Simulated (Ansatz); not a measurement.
Computed with Ansatz on PBE0-D4/def2-TZVP structures; ΔE is electronic, products minus reactants. CBS: MP2 limit from def2 TZ/QZ plus the TZ coupled-cluster correction, frozen cores. DFT in def2-TZVPP. B3LYP here is the variant with VWN-RPA as its local correlation; programs differ in this. For As, Ga, Se outer-core shells are correlated without core-valence functions, which leaves a few kJ/mol of doubt a bond. Scalar relativity is left out up to krypton. One conformer a species, not always the lowest.

Consider the cleavage of the Ga–As bond: `[NH2][GaH][AsH2]` + H₂Se → `[NH2][GaH][SeH]` + arsine.

```csv
level,ΔE (kJ/mol)
LDA (SPW92),-41.6
B3LYP-D4,-44.4
r2SCANh-D4,-46.6
PBE,-41.7
LC-ωPBE,-46.4
RPA@PBE/def2-TZVPP,-44.3
HF/def2-QZVPP,-55.3
SCS-MP2/def2-QZVPP,-47.8
```

(1) What does CCSD(T)/CBS give? (An estimate is asked.)

Largest T1 diagnostic among the species: 0.013.

Answers

(1) Ansatz gave: -45.5 kJ/mol. The listed levels differ from it by 3.9, 1.1, -1.1, 3.8, -0.9, 1.2, -9.8, -2.3 kJ/mol.

Leaving LDA and LC-ωPBE aside and taking each functional with its dispersion term where it has one, the values, not all of them listed here, spread over 7.1 kJ/mol, from BHLYP-D4 to PBE-D4. From BLYP to BHLYP (50 % exact exchange), in def2-TZVPP and without D4, ΔE moves by −6.2 kJ/mol.

CCSD(T)/CBS has its own doubt, a few kJ/mol and more with outer-core shells, so smaller differences from it don't rank the levels.
